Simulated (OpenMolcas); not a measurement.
**As2+: effect of the IPEA shift**

```
Program             : OpenMolcas 26.06
Basis               : ANO-RCC-VQZP [7s6p4d2f1g]
Scalar Hamiltonian  : DKH2, point nucleus
Active space        : 1 electron in 9 orbitals (RAS2 4p; RAS3 4d 5s, at most 1 electron)
State averaging     : 2S+1 = 2 odd, 3 roots; 2S+1 = 2 even, 6 roots
Spin-orbit coupling : state interaction with AMFI integrals over the reference wave functions, term energies averaged over their components
```

Methods on the same reference wave functions:
A. RASSCF
B. SS-RASPT2, IPEA 0.25 Eh, imaginary shift 0.1 Eh (closed shells correlated: 3d 4s)
C. SS-RASPT2, IPEA 0.5 Eh, imaginary shift 0.1 Eh (closed shells correlated: 3d 4s)

Energies in cm-1 above 4s2 4p 2P* 1/2, the measured ground level; measured values from Moore, Atomic Energy Levels, vol. II, NSRDS-NBS 35 (1971 reprint of NBS Circular 467, 1952).

```csv
Level,A,B,C,Measured
4s2 4p 2P* 1/2,0.0,0.0,0.0,0.0
4s2 4p 2P* 3/2,2593,2590,2590,2940
4s2 5s 2S 1/2,104756,106460,106160,106694
4s2 4d 2D 3/2,111011,109300,109310,117651
4s2 4d 2D 5/2,111160,109450,109460,
```

Deviations, from unrounded energies. A percentage is the sum of absolute deviations over the sum of measured energies, with the sign that they share, or ± where signs differ.

```csv
Against measurement,Levels,A,B,C
mean absolute deviation (cm-1),3,3000,3000,3100
fine structure of the ground term (%),1,-11.8,-11.8,-11.8
other configurations (%),2,-3.8,-3.8,-4.0
```

A, B, C lie about equally close to measurement. The largest miss of A in the table is 4s2 4d 2D 3/2, by -6600 cm-1. The ranking rests on the paired levels alone, and a cruder setting can come out closer through cancelling errors.

Between B and C the level of the table that moves most is 4s2 5s 2S 1/2, by 300 cm-1 (lowest in C, highest in B). Moves below CASPT2's spread within the term are not significant.

The mean deviations of B to C differ by less than CASPT2's widest spread within a term (640 cm-1), so their order carries little weight.

The lowest spin-free term lies below A's lowest term by 0.134 hartree in B, 0.131 hartree in C.

Term energies are means over components that CASPT2 splits; among the terms shown or strongly mixed into the levels shown the widest spread is 640 cm-1 (4s2 4d 2D, C). ANO sets are built for valence states and can reach diffuse excited orbitals poorly, and with the s shell closed the s pⁿ⁺¹ terms that mix with these levels are absent. With one active electron the reference holds no correlation, so core polarisation is missing (holds for A). With one active electron, CASPT2 adds the correlation within the correlated inactive shells and between them and that electron, and leaves the splitting within a term as the reference gives it (holds for B; C). Computed and measured levels are paired by configuration, term and J; levels that our copy of the source lacks, or whose pairing is in doubt (as where it misses far off the trend of its configuration), stay unpaired and out of the deviations. Only configurations of the active space appear.

* marks odd parity.
